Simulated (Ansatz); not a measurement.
The same path of H2OSSe (5 atoms, charge 0, multiplicity 1) was run twice with different band settings. Lost on the way: Se3–H5. Made: O2–H5.

Level of theory: Ansatz, RKS B3LYP-D4/def2-SVPD.

Relaxed end points:

```xyz
5
Properties=species:S:1:pos:R:3
S -1.006 -1.243 0.174
O -0.123 -0.030 0.955
Se 1.581 0.383 0.342
H -1.568 -0.467 -0.794
H 1.116 1.356 -0.677
```

```xyz
5
Properties=species:S:1:pos:R:3
S -1.327 -0.437 0.249
O 0.135 0.466 0.555
Se 1.949 -0.318 0.020
H -0.855 -1.014 -0.889
H 0.098 1.303 0.065
```

Common settings: movable images 7; climbing image yes; optimiser quadratic models (default); start path through a guess of the saddle point; force threshold 0.05 eV/Å; iteration limit 60; end points relaxed.

| run | spring |
| --- | --- |
| 1 | 5.0 eV/Å² |
| 2 | 50.0 eV/Å² |

Task: What does each run give, and how far can it be trusted?

Result: Run 1: converged after 9 iterations, highest image 1.869 eV above the first end. A vibrational analysis at the climbing image gives one clearly imaginary mode, 1495i cm⁻¹: a first-order saddle point.
Run 2: converged after 9 iterations, highest image 1.869 eV above the first end. Another band between the same ends (7 images) ends at a top of the same energy, where a vibrational analysis finds 1 clearly imaginary mode.
The orbitals stay closed-shell, which can raise the energy where a bond breaks towards radicals; this wasn't checked here.
